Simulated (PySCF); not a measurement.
Si(H)2(OMe)(OSiMe3), SMILES CO[SiH2]O[Si](C)(C)C (GFN2-xTB optimised geometry):

```
22

Si    -1.063     1.711    -0.583
O     -1.707     1.751    -2.068
C     -2.898     1.190    -2.534
O     -0.928     0.204     0.000
Si    -0.408    -1.346     0.000
C     -1.111    -2.124     1.588
C      1.495    -1.346     0.000
C     -1.075    -2.233    -1.551
H     -1.896     2.353     0.430
H      0.231     2.300    -0.873
H     -3.758     1.756    -2.168
H     -2.994     0.152    -2.207
H     -2.885     1.226    -3.625
H     -0.743    -1.612     2.472
H     -0.829    -3.168     1.670
H     -2.196    -2.073     1.611
H      1.887    -0.878    -0.898
H      1.884    -0.795     0.851
H      1.896    -2.353     0.049
H     -0.802    -1.696    -2.454
H     -0.680    -3.240    -1.635
H     -2.159    -2.311    -1.530
```

Level of theory: PBE0/def2-SVP in PySCF.

What are the frontier orbital energies and the dipole moment?

HOMO-2 -8.17 eV, HOMO-1 -8.05 eV, HOMO -7.88 eV, LUMO 1.31 eV, LUMO+1 1.80 eV; dipole moment 1.38 D.

On the same geometry PBE/def2-SVP in PySCF gives HOMO-2 -6.70 eV, HOMO-1 -6.52 eV, HOMO -6.42 eV, LUMO 0.48 eV, LUMO+1 0.87 eV; dipole moment 1.38 D.

Meta-Löwdin charges at PBE0/def2-SVP: Si1 1.06, O2 -0.60, C3 -0.07, O4 -0.81, Si5 1.10, C6 -0.57, C7 -0.57, C8 -0.57, H9 -0.15, H10 -0.14, H11 0.09, H12 0.09, H13 0.11, H14 0.12, H15 0.11, H16 0.11, H17 0.12, H18 0.12, H19 0.11, H20 0.11, H21 0.12, H22 0.11.
